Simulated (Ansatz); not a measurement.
Basis-set extrapolation for BH6NOSi2 (PBE0-D4/def2-TZVP geometry, frozen core, the Gaussian-basis code of Ansatz). Multiplicity 1, RHF reference.

|  | def2-TZVPP | def2-QZVPP |
| --- | --- | --- |
| HF | -735.497005 | -735.522520 |
| MP2 correlation | -0.802514 | -0.861359 |
| CCSD(T) correlation | -0.877672 | not run |

Energies in hartree. Use E(X) = E(∞) + A·exp(−7.88·√X) for Hartree–Fock and E(X) = E(∞) + B·X^(−2.97) for correlation, with X = 3 and 4, and add CCSD(T) minus MP2 of the smaller set to the MP2 limit.

Problem. What is the CCSD(T) energy at the basis-set limit?

Solution. HF limit: -735.522520 + (-0.025515) × 0.13774 = -735.52603. MP2 limit: -0.861359 + (-0.058845) × 0.74074 = -0.90495. Higher-order term: -0.877672 − (-0.802514) = -0.07516. Total: -736.50614 hartree, 3.58 eV below CCSD(T)/def2-TZVPP.
